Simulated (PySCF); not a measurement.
Molecule: SMILES C#C/C=C(\OC)[S@](C)=O, C$_{6}$H$_{8}$O$_{2}$S.

Cartesian coordinates in Å; atom numbers follow the order of the lines, from 1:
```xyz
17

C    -1.861   -3.103    1.096
C    -1.025   -2.240    1.090
C    -0.032   -1.247    1.085
C    -0.153   -0.047    0.514
O    -1.248    0.372   -0.161
C    -1.391    1.759   -0.371
S     1.289    1.090    0.614
C     1.969    0.549   -1.024
O     2.170    0.502    1.618
H    -2.592   -3.855    1.108
H     0.902   -1.469    1.586
H    -2.382    1.887   -0.804
H    -1.328    2.316    0.568
H    -0.640    2.146   -1.067
H     2.223   -0.503   -0.960
H     1.230    0.720   -1.798
H     2.862    1.136   -1.217
```

Frames of a GFN2-xTB Langevin trajectory at 300 K; GIAO PBE0/pcSseg-1 shieldings in PySCF, gas phase, non-relativistic; equivalent atoms averaged within each frame.

δ = σ(ref) − σ, references computed at the same level: TMS for 13C (186.93 ppm), 1H (31.72 ppm); H2O for 17O (336.08 ppm); 33S (503.73 ppm) vs CS2. The references are static minima.

How do the shifts (ppm) fluctuate along the trajectory?

## Answers


```csv
time (fs),C4,C1,C3,C2,C8,C6,O5,O9,S7,H11
250,189.0,101.7,91.0,81.6,59.4,49.4,110.9,74.0,315,5.06
425,188.7,98.7,90.6,81.1,53.9,66.6,121.6,62.2,296,6.61
625,197.3,101.4,103.5,84.3,55.2,55.3,90.5,96.9,400,6.13
800,198.4,105.8,98.5,83.9,51.4,58.1,117.7,19.3,291,6.80
1000,196.7,99.7,92.3,81.8,46.4,61.9,132.9,54.5,314,5.46
mean of frames,194.0,101.5,95.2,82.5,53.3,58.2,114.7,61.4,323,6.01
standard deviation,4.7,2.7,5.7,1.4,4.8,6.5,15.7,28.5,44,0.74
```

5 frames give an uncertainty of the mean of about the standard deviation over 2.2 at best, since frames this close in time may not be independent; classical motion lacks zero-point vibration, and the reference would need the same averaging.
